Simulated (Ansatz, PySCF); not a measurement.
Energy difference 0.5 R1 + 0.5 R2 → P1, each structure at its B3LYP-D3(BJ)/def2-TZVP stationary point, reached from a drawn start (curvature not checked).
R1, Na2 (SMILES [Na][Na]) (charge 0, multiplicity 1, Z-matrix in Å and degrees):
```
Na
Na 1 3.0540
```
R2: K2 (SMILES [K][K]), charge 0, multiplicity 1.
P1: KNa (SMILES [Na][K]), charge 0, multiplicity 1.

P less R. No zero-point or thermal terms; no spin–orbit coupling.

Programs: Ansatz (Gaussian basis) for Hartree–Fock, density functionals and correlated methods; PySCF for the D3/D4 terms. All values are computed, each at the level named.

Q: What reaction energy does wB97M-V/def2-TZVPP give?

A: -0.3 kcal/mol

Q: Estimate the reaction energy that r2SCAN-D3(BJ)/def2-TZVPP returns for this input.

A: -0.3 kcal/mol

Q: Estimate the reaction energy that PBE0-D4/def2-TZVPP returns for this input.

A: -0.2 kcal/mol

Ansatz is an electronic-structure program.
